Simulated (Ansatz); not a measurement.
The same ligand exchange along the group O, S, Se.

Calculated with Ansatz (gas phase, PBE0-D4/def2-TZVP geometries, no zero-point term in ΔE). CBS: MP2 limit from def2 TZ/QZ plus the TZ coupled-cluster correction, frozen cores. This one scheme is used for every species. Double bonds are as drawn, so ΔE can hold a change between cis and trans. Functionals use def2-TZVPP. For Ge, Se outer-core shells are correlated without core-valence functions, which leaves a few kJ/mol of doubt a bond. Scalar relativity is left out up to krypton. One conformer a species, not always the lowest.

```tsv
reaction	CCSD/CBS(def2) (kcal/mol)	ωB97X-V (kcal/mol)	CCSD(T)/CBS(def2) (kcal/mol)
`C[O][GeH3]` + `CC=N` → `C/C=[N]\[GeH3]` + CH₃OH	7.2	8.0	6.9
`C[S][GeH3]` + `CC=N` → `C/C=[N]\[GeH3]` + CH₃SH	12.5	12.4	12.4
`C[Se][GeH3]` + `CC=N` → `C/C=[N]\[GeH3]` + `C[SeH]`	15.8	15.3	15.6
```

Largest T1 diagnostic: 0.013, for `C/C=[N]\[GeH3]`.
